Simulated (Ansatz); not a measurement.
`[GaH2][CH2][GeH3]`, relaxed with RKS PBE0-D4/def2-TZVP in Ansatz 0.2.0 from a GFN2-xTB geometry. The force threshold is 0.005 eV/Å; the program also tests the step.

The species carries charge 0 and has multiplicity 1.

Start:

```xyz
10

Ga    0.156   -1.806   -0.002
C     0.115    0.008    0.893
Ge   -0.198    1.375   -0.492
H    -0.941   -2.283   -1.029
H     1.319   -2.854    0.228
H     1.065    0.203    1.402
H    -0.679    0.079    1.642
H    -1.492    1.152   -1.209
H     0.891    1.368   -1.523
H    -0.235    2.758    0.092
```

(1) By how much does the energy fall, and how many steps does the optimiser take? (An estimate is asked.)

(2) Which bonds change most? (An estimate is asked.)

(3) Give the relaxed structure. (Best estimate.)

Answers

(1) Computed: 12.86 kJ/mol, in 21 steps, 1 of them rejected.

(2) The calculation gave: Ga1–C2 from 2.022 to 1.962 Å; Ge3–H8 from 1.496 to 1.541 Å; Ge3–H9 from 1.500 to 1.541 Å; Ge3–H10 from 1.502 to 1.540 Å.

(3) The calculation gave: 
```xyz
10

Ga    0.122   -1.822    0.010
C     0.005   -0.046    0.836
Ge   -0.095    1.390   -0.493
H    -1.192   -2.611   -0.337
H     1.529   -2.432   -0.336
H     0.885    0.149    1.454
H    -0.889    0.030    1.459
H    -1.336    1.205   -1.387
H     1.153    1.370   -1.396
H    -0.183    2.768    0.189
```
